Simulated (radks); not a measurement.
Results of a calculation; reference values are marked as such.
Initial-state core-level shifts of the dysprosium ion Dy+ when its valence configuration changes from [Xe] 4f10 6s1. Level of theory: scalar-relativistic Kohn-Sham, PBE, spin-polarised, spherical densities, finite nucleus; open shells are filled with parallel spins first (spin-orbit coupling, left out, can overturn this in heavy ions); Fermi nuclear charge, rms radius 5.2218 fm (a radial shooting solver on a logarithmic mesh with Libxc functionals). Shifts are changes of the shell-averaged eigenvalues in eV (positive: less bound); the change of the density at the nucleus, which sets a Mossbauer isomer shift, is in e/bohr^3, on a base of 7.776e+05.

4f9 6s1 6p1: 2s -10.406; 3s -11.123; 3p -11.109; 5s -7.338; density at nucleus +40.42
4f10 6p1: 2s -1.332; 3s -1.312; 3p -1.312; 5s -1.394; density at nucleus -36.32
4f9 5d1 6s1: 2s -6.782; 3s -7.571; 3p -7.556; 5s -3.688; density at nucleus +33.63
4f9.5 5d0.5 6s1: 2s -3.249; 3s -3.613; 3p -3.606; 5s -1.840; density at nucleus +15.92
4f9 5d1 6p1: 2s -8.082; 3s -8.866; 3p -8.851; 5s -5.010; density at nucleus -7.65
4f9.5 6s1 6p0.5: 2s -4.955; 3s -5.282; 3p -5.275; 5s -3.604; density at nucleus +18.63
4f9 6s2: 2s -9.253; 3s -9.971; 3p -9.957; 5s -6.204; density at nucleus +81.30
4f10 6s0.5 6p0.5: 2s -0.670; 3s -0.661; 3p -0.661; 5s -0.701; density at nucleus -18.09
4f9.5 6s1.5: 2s -4.366; 3s -4.695; 3p -4.689; 5s -3.015; density at nucleus +37.15
